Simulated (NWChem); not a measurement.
System: YClF$_{2}$; SMILES [F][Y]([F])[Cl]

Computed with NWChem. The geometry was optimised at PBE0/def2-SVP. def2 effective core potentials on Y; no spin-orbit coupling. B3LYP is NWChem's, with the RPA form of VWN correlation. Static field.

```
level                                  isotropic polarisability (bohr³)  anisotropy (bohr³)
-------------------------------------  --------------------------------  ------------------
PBE/def2-SVPD                                                      50.0                20.8
B3LYP/def2-SVPD                                                    47.0                18.4
LDA (Slater exchange, VWN5)/def2-SVPD                              50.2                21.1
```
